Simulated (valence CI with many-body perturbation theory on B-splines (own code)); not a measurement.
# E1 transitions of Ce⁴³⁺

Calculated by valence CI with perturbative core correlation (CI+MBPT): five valence electrons over a frozen Dirac-Fock core [Ne], radial functions for each j: 11 s, 11 p, 10 d, 8 f, 5 g, 2 h, with the one-electron correlation potential Σ1 (screened to all orders), the two-electron term Σ2, the three-electron term Σ3, Breit, model QED; selected single and double excitations, second order for the rest, scaled by the run's own slope (own B-spline code, finite nucleus).

The last digits are not significant, and no measured levels were compared; by estimate large intervals hold to a few tenths of a per cent, small ones and those within an open d or f shell to about a per cent. Among the levels kept, up to 3200 cm⁻¹ of a level comes from second order outside the variational space, and about a tenth of that is noise between levels of different J, which matters for small intervals.

Lines 101 to 150 of 564 in falling wavelength, among levels below 5277.2 × 10³ cm⁻¹, chosen from the strongest by gf and those to the six lowest levels. Wavelengths and rates use the calculated energies. Electric multipoles are in the length gauge, E1 and E2 with the static RPA response of the core. Weak lines are less certain than strong ones. Lines between different terms over intervals too small for the method are left out, as are lines whose strength nearly cancels. The highest levels of a list are the least certain.

Levels are named by their leading jj configuration (3d3/2^4 stands for four electrons in 3d with j = 3/2), which in mixed levels can hold well under half, so a name can repeat and another be missing. Letters in brackets count levels of one name in rising energy.

```tsv
λ vac (nm)	Upper	Lower	A (s⁻¹)	S (a.u.) with core polarisation	S without
6.192	(3p1/2^2 3p3/2^2 3d3/2) J=7/2	(3s 3p1/2^2 3p3/2 3d5/2) J=5/2 [b]	2.50e+10	2.35e-02	2.39e-02
6.183	(3s^2 3p1/2 3p3/2 3d5/2) J=5/2 [a]	(3s^2 3p1/2 3p3/2^2) J=3/2	1.26e+09	8.80e-04	8.92e-04
6.178	(3s^2 3p1/2 3d3/2 3d5/2) J=7/2 [a]	(3s^2 3p1/2 3p3/2 3d3/2) J=5/2 [a]	3.30e+10	3.07e-02	3.12e-02
6.155	(3s 3p1/2^2 3d3/2 3d5/2) J=5/2 [b]	(3s 3p1/2^2 3p3/2 3d3/2) J=3/2 [b]	2.98e+10	2.06e-02	2.09e-02
6.143	(3s^2 3p3/2 3d5/2^2) J=5/2 [b]	(3s^2 3p3/2^2 3d5/2) J=3/2	4.37e+10	3.00e-02	3.05e-02
6.142	(3s^2 3p1/2 3p3/2 3d3/2) J=3/2 [b]	(3s^2 3p1/2 3p3/2^2) J=3/2	4.69e+08	2.14e-04	2.19e-04
6.139	(3s^2 3p1/2 3d3/2 3d5/2) J=9/2	(3s^2 3p1/2 3p3/2 3d3/2) J=7/2	4.37e+10	4.99e-02	5.07e-02
6.133	(3s^2 3p1/2 3p3/2 3d3/2) J=1/2 [b]	(3s^2 3p1/2 3p3/2^2) J=3/2	9.76e+08	2.22e-04	2.26e-04
6.128	(3s 3p1/2 3p3/2^2 3d5/2) J=5/2 [b]	(3s 3p1/2 3p3/2^3) J=3/2 [a]	1.86e+10	1.26e-02	1.29e-02
6.105	(3s 3p1/2^2 3p3/2 3d5/2) J=1/2	(3s 3p1/2^2 3p3/2^2) J=1/2	9.96e+10	2.24e-02	2.28e-02
6.088	(3s 3p1/2^2 3d3/2 3d5/2) J=7/2 [a]	(3s 3p1/2^2 3p3/2 3d3/2) J=5/2 [a]	5.44e+10	4.85e-02	4.93e-02
6.074	(3s 3p1/2^2 3d5/2^2) J=5/2	(3s 3p1/2^2 3p3/2 3d5/2) J=7/2 [a]	2.08e+10	1.38e-02	1.41e-02
6.071	(3s^2 3p1/2 3p3/2 3d5/2) J=3/2 [b]	(3s^2 3p1/2 3p3/2^2) J=1/2	6.07e+10	2.68e-02	2.72e-02
6.066	(3s^2 3p1/2 3d5/2^2) J=7/2	(3s^2 3p1/2 3p3/2 3d5/2) J=5/2 [b]	1.21e+11	1.06e-01	1.08e-01
6.058	(3s^2 3p3/2 3d5/2^2) J=7/2 [a]	(3s^2 3p3/2^2 3d5/2) J=9/2	1.84e+10	1.61e-02	1.64e-02
6.046	(3s 3p1/2 3p3/2^2 3d5/2) J=1/2 [c]	(3s 3p1/2 3p3/2^3) J=3/2 [b]	5.25e+10	1.15e-02	1.17e-02
6.044	(3s 3p1/2^2 3p3/2 3d3/2) J=3/2 [b]	(3s^2 3p1/2^2 3d5/2) J=5/2	4.91e+09	2.14e-03	2.18e-03
6.037	(3s 3p1/2 3p3/2^2 3d5/2) J=5/2 [c]	(3s 3p1/2 3p3/2^3) J=5/2	2.38e+10	1.55e-02	1.58e-02
6.032	(3s 3p1/2 3p3/2^2 3d5/2) J=1/2 [c]	(3s 3p1/2 3p3/2^3) J=1/2	7.15e+10	1.55e-02	1.57e-02
6.029	(3s^2 3p3/2 3d3/2 3d5/2) J=3/2 [b]	(3s^2 3p3/2^2 3d3/2) J=3/2 [b]	8.64e+10	3.74e-02	3.80e-02
6.021	(3s^2 3p1/2 3p3/2 3d5/2) J=1/2	(3s^2 3p1/2 3p3/2^2) J=1/2	8.94e+10	1.93e-02	1.96e-02
6.020	(3s^2 3p3/2 3d5/2^2) J=1/2	(3s^2 3p3/2^2 3d3/2) J=3/2 [b]	5.16e+10	1.11e-02	1.13e-02
6.019	(3s 3p3/2^3 3d3/2) J=7/2	(3s^2 3p3/2^2 3d5/2) J=5/2 [b]	1.34e+11	1.15e-01	1.17e-01
6.016	(3s 3p1/2^2 3p3/2 3d5/2) J=7/2 [a]	(3s 3p1/2^2 3p3/2^2) J=5/2	8.08e+10	6.95e-02	7.06e-02
6.014	(3s^2 3p3/2 3d5/2^2) J=11/2	(3s^2 3p3/2^2 3d5/2) J=9/2	1.04e+11	1.35e-01	1.37e-01
6.010	(3s 3p1/2^2 3d5/2^2) J=5/2	(3s 3p1/2^2 3p3/2 3d5/2) J=3/2 [a]	2.06e+10	1.33e-02	1.35e-02
6.001	(3s^2 3p1/2 3d3/2 3d5/2) J=7/2 [b]	(3s^2 3p1/2 3p3/2 3d3/2) J=5/2 [b]	2.96e+10	2.52e-02	2.56e-02
5.994	(3s 3p1/2^2 3p3/2 3d5/2) J=5/2 [b]	(3s 3p1/2^2 3p3/2^2) J=3/2	1.52e+11	9.67e-02	9.83e-02
5.989	(3s 3p1/2 3p3/2^2 3d5/2) J=3/2 [d]	(3s 3p1/2 3p3/2^3) J=3/2 [b]	1.12e+11	4.76e-02	4.84e-02
5.973	(3s 3p1/2^2 3d3/2 3d5/2) J=5/2 [a]	(3s 3p1/2^2 3p3/2 3d3/2) J=3/2 [a]	5.79e+10	3.65e-02	3.71e-02
5.933	(3s 3p1/2^2 3p3/2 3d5/2) J=3/2 [b]	(3s 3p1/2^2 3p3/2^2) J=1/2	6.80e+10	2.80e-02	2.85e-02
5.923	(3s^2 3p3/2 3d5/2^2) J=9/2	(3s^2 3p3/2^2 3d5/2) J=9/2	3.86e+10	3.96e-02	4.02e-02
5.902	(3s^2 3p1/2 3p3/2 3d5/2) J=7/2 [b]	(3s^2 3p1/2 3p3/2^2) J=5/2	1.59e+11	1.29e-01	1.31e-01
5.900	(3s 3p1/2 3p3/2^2 3d5/2) J=7/2 [d]	(3s 3p1/2 3p3/2^3) J=5/2	1.41e+10	1.14e-02	1.16e-02
5.891	(3s 3p1/2^2 3d3/2 3d5/2) J=3/2 [a]	(3s 3p1/2^2 3p3/2 3d3/2) J=1/2 [a]	5.97e+10	2.41e-02	2.45e-02
5.889	(3s 3p1/2 3p3/2^2 3d5/2) J=5/2 [d]	(3s 3p1/2 3p3/2^3) J=5/2	2.58e+10	1.56e-02	1.58e-02
5.887	(3s^2 3p3/2 3d5/2^2) J=9/2	(3s^2 3p3/2^2 3d5/2) J=7/2	1.55e+11	1.56e-01	1.58e-01
5.882	(3s^2 3p3/2 3d5/2^2) J=7/2 [a]	(3s^2 3p3/2^2 3d3/2) J=7/2	1.78e+10	1.43e-02	1.45e-02
5.881	(3s^2 3p1/2 3d5/2^2) J=5/2	(3s^2 3p1/2 3p3/2 3d5/2) J=5/2 [a]	5.79e+10	3.49e-02	3.54e-02
5.857	(3s^2 3p3/2 3d5/2^2) J=7/2 [a]	(3s^2 3p3/2^2 3d3/2) J=5/2	9.18e+10	7.29e-02	7.41e-02
5.851	(3s 3p1/2 3p3/2^2 3d5/2) J=9/2 [d]	(3s^2 3p1/2 3p3/2 3d5/2) J=7/2 [b]	9.71e+10	9.60e-02	9.77e-02
5.849	(3s^2 3p1/2 3p3/2 3d5/2) J=5/2 [b]	(3s^2 3p1/2 3p3/2^2) J=5/2	1.93e+10	1.14e-02	1.16e-02
5.840	(3s^2 3p3/2 3d3/2 3d5/2) J=5/2 [d]	(3s^2 3p3/2^2 3d3/2) J=3/2 [b]	1.36e+11	8.01e-02	8.14e-02
5.839	(3s^2 3p3/2 3d5/2^2) J=3/2	(3s^2 3p3/2^2 3d5/2) J=5/2 [a]	6.64e+10	2.61e-02	2.65e-02
5.838	(3s 3p1/2^2 3d3/2 3d5/2) J=9/2	(3s 3p1/2^2 3p3/2 3d3/2) J=7/2	1.04e+11	1.02e-01	1.03e-01
5.836	(3s^2 3p3/2 3d5/2^2) J=1/2	(3s^2 3p3/2^2 3d5/2) J=1/2	1.84e+11	3.61e-02	3.67e-02
5.835	(3s 3p1/2 3p3/2^2 3d3/2) J=3/2 [f]	(3s^2 3p1/2 3p3/2 3d5/2) J=1/2	2.73e+10	1.07e-02	1.09e-02
5.825	(3s 3p1/2^2 3d5/2^2) J=5/2	(3s 3p1/2^2 3p3/2 3d5/2) J=5/2 [a]	7.46e+10	4.37e-02	4.44e-02
5.820	(3s^2 3p3/2 3d5/2^2) J=5/2 [b]	(3s^2 3p3/2^2 3d5/2) J=5/2 [a]	8.25e+10	4.82e-02	4.90e-02
5.817	(3s 3p1/2 3p3/2^2 3d5/2) J=5/2 [f]	(3s 3p1/2 3p3/2^3) J=3/2 [b]	2.48e+11	1.45e-01	1.47e-01
```
